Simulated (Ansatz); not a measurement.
Consider the hydrogenolysis of a B–N bond: `NB[SeH]` + H₂ → `B[SeH]` + NH₃.

Computed with Ansatz on PBE0-D4/def2-TZVP structures; ΔE is electronic, products minus reactants. CCSD(T)/CBS is the MP2 limit (def2-TZVPP, def2-QZVPP) plus CCSD(T) − MP2 in def2-TZVPP, frozen cores. This one scheme is used for every species. DFT in def2-TZVPP. For Se outer-core shells are correlated without core-valence functions, which leaves a few kJ/mol of doubt a bond. Scalar relativity is left out up to krypton. One conformer a species, not always the lowest.

```
         level  ΔE (eV)
     CAM-B3LYP     0.97
MP2/def2-QZVPP     1.02
```

Question: What does CCSD(T)/CBS give? (Best estimate.)

Answer: Ansatz gave: +0.95 eV. The listed levels differ from it by 0.02, 0.07 eV.

Largest T1 diagnostic among the species: 0.013.

Leaving LDA and LC-ωPBE aside and taking each functional with its dispersion term where it has one, the values, not all of them listed here, spread over 0.09 eV, from B97M-V to revPBE-D4. LDA lies +0.15 eV from PBE without D4. At CCSD(T), def2-SVP lies +0.10 eV from the extrapolated value and def2-TZVPP −0.01 eV.
